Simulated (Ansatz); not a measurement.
One change: `F[SiH2]/C=C/[SiH3]` becomes `[SiH3]/C=C/[SiH2]Cl`.

Ansatz, PBE0-D4/def2-TZVP geometries, multiplicity 1. Each molecule was computed in one conformer, which needn't be the lowest.

```
                                                                                  property  `F[SiH2]/C=C/[SiH3]`
                                                         HOMO energy (PBE/def2-TZVPP) / eV                 -7.09
ideal-gas entropy at 298 K and 1 bar (rigid rotor, harmonic PBE0-D4/def2-TZVP) / J/(mol·K)                   363
                                                         LUMO energy (PBE/def2-TZVPP) / eV                 -2.11
                                                       HOMO–LUMO gap (PBE/def2-TZVPP) / eV                  4.98
                                                     LUMO energy (ωB97M-V/def2-TZVPP) / eV                  0.95
                                                   HOMO–LUMO gap (ωB97M-V/def2-TZVPP) / eV                 11.34
```

What does the change do to each property? (Estimate.)

The calculation gave: 
```tsv
property	`[SiH3]/C=C/[SiH2]Cl`	shift
HOMO energy (PBE/def2-TZVPP) / eV	-7.14	-0.05
ideal-gas entropy at 298 K and 1 bar (rigid rotor, harmonic PBE0-D4/def2-TZVP) / J/(mol·K)	377	14
LUMO energy (PBE/def2-TZVPP) / eV	-2.32	-0.21
HOMO–LUMO gap (PBE/def2-TZVPP) / eV	4.83	-0.15
LUMO energy (ωB97M-V/def2-TZVPP) / eV	0.70	-0.25
HOMO–LUMO gap (ωB97M-V/def2-TZVPP) / eV	11.24	-0.10
```

With PBE0 the HOMO falls by 0.15 eV and the LUMO falls by 0.21 eV, so the gap narrows by about 0.06 eV. PBE moves the HOMO by -0.05 eV and ωB97M-V by -0.14 eV. Modes under 60 cm⁻¹, often nearly free rotors, make the harmonic entropy too high.

Positive LUMOs are unbound, so they and the gaps depend on the basis.
